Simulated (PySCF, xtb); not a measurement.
Zn(Cl)(NH2) (ClH₂NZn), SMILES [NH2][Zn][Cl]. The values are those of a single conformer.

Harmonic wavenumbers (cm⁻¹) from xtb with GFN2-xTB at its own minimum, in rising order: 77, 97, 289, 466, 635, 649, 1515, 3438, 3454.

### Question
What does r2SCAN-D4/def2-TZVP (PySCF) give at its own minimum? (The exact figures need the calculation; the answer reports its results.)

### Answer
135, 141, 406, 489, 690, 782, 1559, 3506, 3598. Paired by order, the mean absolute difference is 76 cm⁻¹ and the zero-point energies are 15.2 and 16.2 kcal/mol.
